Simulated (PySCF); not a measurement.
ZnO⁺: frontier orbitals

PBE at R = 1.797 Å; Zn jorge-DZP-DKH, O jorge-DZP-DKH; spin-free X2C with a Gaussian nucleus (PySCF 2.14). State: ²Π (doublet), unpaired electrons π ↑. Only the outer orbitals are listed, counted within each symmetry.

| spin | orbital | occ. | ε (eV) | on Zn (%) | main shells (%) |
| --- | --- | --- | --- | --- | --- |
| α | 8σ | 1 | -20.09 | 89 | 89 Zn d, 8 O p |
| α | 3π | 1 | -20.04 | 95 | 95 Zn d |
| α | 3π | 1 | -19.89 | 98 | 98 Zn d |
| α | 1δ | 1 | -19.76 | 100 | 100 Zn d |
| α | 1δ | 1 | -19.75 | 100 | 100 Zn d |
| α | 4π | 1 | -16.17 | 7 | 92 O p |
| α | 9σ | 1 | -16.15 | 38 | 59 O p, 28 Zn s |
| α | 4π | 1 | -14.30 | 7 | 93 O p |
| α | 10σ | 0 | -12.45 | 82 | 64 Zn s, 18 O p, 16 Zn p |
| α | 5π | 0 | -7.37 | 98 | 98 Zn p |
| α | 5π | 0 | -7.17 | 97 | 96 Zn p |
| β | 7σ | 1 | -29.08 | 8 | 90 O s |
| β | 8σ | 1 | -19.96 | 92 | 91 Zn d |
| β | 3π | 1 | -19.93 | 98 | 98 Zn d |
| β | 3π | 1 | -19.89 | 98 | 98 Zn d |
| β | 1δ | 1 | -19.76 | 100 | 100 Zn d |
| β | 1δ | 1 | -19.76 | 100 | 100 Zn d |
| β | 9σ | 1 | -15.55 | 45 | 51 O p, 40 Zn s |
| β | 4π | 1 | -13.62 | 8 | 92 O p |
| β | 4π | 0 | -12.84 | 10 | 90 O p, 8 Zn p |
| β | 10σ | 0 | -12.29 | 73 | 52 Zn s, 27 O p, 20 Zn p |
| β | 5π | 0 | -7.27 | 95 | 95 Zn p |

Q: Which are the highest filled and the lowest empty level, where do they sit, and how wide is the gap?

A: Highest filled β 4π at -13.62 eV (in %: 92 O p); lowest empty β 4π at -12.84 eV (in %: 90 O p, 8 Zn p); the gap at PBE is 0.78 eV. Both belong to one degenerate shell, split only by its one-sided filling, so this is no excitation gap.

```json
{"bond order (Mayer)": "1.29", "⟨S²⟩": "0.769", "charge on Zn (Mulliken, basis-dependent)": "1.11", "charge on Zn (Löwdin, basis-dependent)": "1.06", "dipole moment (positive dipole points towards O; it is taken about the centre of mass and depends on that origin)": "-3.91 D", "polarisability along the bond": "29.3 bohr³", "polarisability across the bond": "12.5 bohr³"}
```

The state is the lowest determinant that a PBE0 search found; another state may lie lower at other levels.
